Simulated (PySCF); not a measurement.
## Simulated absorption spectrum

Cl2H7OPSi3.
SMILES: `Cl[SiH2]O[SiH2]P[SiH2]Cl`

The calculation used PySCF, TDDFT wB97X-D/def2-SVPD, vertical, gas phase, core orbitals frozen in the response. Geometry: GFN2-xTB, one conformer, isolated molecule. Torsions of this conformer, `[Cl:1][SiH2:2][O:3][SiH2:4][PH:5][SiH2:6][Cl:7]`: Cl1–Si2–O3–Si4 -40°, Si2–O3–Si4–P5 -21°, O3–Si4–P5–Si6 168°, Si4–P5–Si6–Cl7 -46°.

Computed states:

```json
{"state": "S1", "E (eV)": "5.99", "f": "0.010"}
{"state": "S2", "E (eV)": "6.44", "f": "0.106"}
{"state": "S3", "E (eV)": "6.78", "f": "0.026"}
{"state": "S4", "E (eV)": "7.02", "f": "0.091"}
{"state": "S5", "E (eV)": "7.14", "f": "0.0077"}
{"state": "S6", "E (eV)": "7.22", "f": "0.139"}
{"state": "S7", "E (eV)": "7.28", "f": "0.030"}
{"state": "S8", "E (eV)": "7.56", "f": "0.0033"}
```

Each state is given a Gaussian of 0.3 eV full width at half maximum, with ε(max) = 2.175×10⁸ f / Δν̃ (Δν̃ the width in cm⁻¹). The width is an assumption, not a result. The curve ends short of the highest state used, and states not computed would add to its high-energy end.

(1) Give the broadened spectrum and its maxima.

(2) On this curve, what absorbance would a 10⁻³ mol/L sample give at 193 nm over a 1 cm path?

(3) Coming from long wavelengths, where does ε first pass 100 L mol⁻¹ cm⁻¹?

(4) Does any computed singlet lie in the visible range?

## Answers

(1) 
(E (eV), ε (L mol⁻¹ cm⁻¹)): (5.54, 2), (5.57, 4), (5.59, 6), (5.62, 13), (5.65, 25), (5.67, 38), (5.70, 68), (5.72, 96), (5.75, 154), (5.77, 205), (5.80, 301), (5.83, 417), (5.85, 504), (5.88, 637), (5.90, 723), (5.93, 836), (5.95, 894), (5.98, 948), (6.01, 962), (6.03, 954), (6.06, 930), (6.08, 923), (6.11, 958), (6.13, 1036), (6.16, 1276), (6.19, 1716), (6.21, 2142), (6.24, 2996), (6.26, 3701), (6.29, 4926), (6.31, 5809), (6.34, 7132), (6.37, 8305), (6.39, 8922), (6.42, 9498), (6.44, 9612), (6.47, 9367), (6.50, 8680), (6.52, 8040), (6.55, 6932), (6.57, 6172), (6.60, 5120), (6.62, 4531), (6.65, 3874), (6.68, 3512), (6.70, 3428), (6.73, 3516), (6.75, 3701), (6.78, 4146), (6.80, 4547), (6.83, 5298), (6.86, 6227), (6.88, 6940), (6.91, 8136), (6.93, 9001), (6.96, 10366)

Maxima: 206 nm (6.01 eV), ε about 960, made up of S1 (97%) (hardly more than a shoulder); 193 nm (6.44 eV), ε about 9600, made up of S2 (99%) (ε in L mol⁻¹ cm⁻¹; maxima over ε = 5, shares over 10%). At its high-energy end, 6.96 eV, the curve is still rising (ε about 10000, from S4 and S6).

(2) 193 nm is 6.424 eV, where ε is about 9500 L mol⁻¹ cm⁻¹, so A = ε c l ≈ 9.5 (Beer–Lambert, with the gas-phase spectrum and the assumed width).

(3) At about 217 nm (5.72 eV), 0.27 eV below S1.

(4) No computed singlet lies in the visible range (380 to 750 nm); the lowest, at 207 nm, stands 2.73 eV above its violet end (3.26 eV).
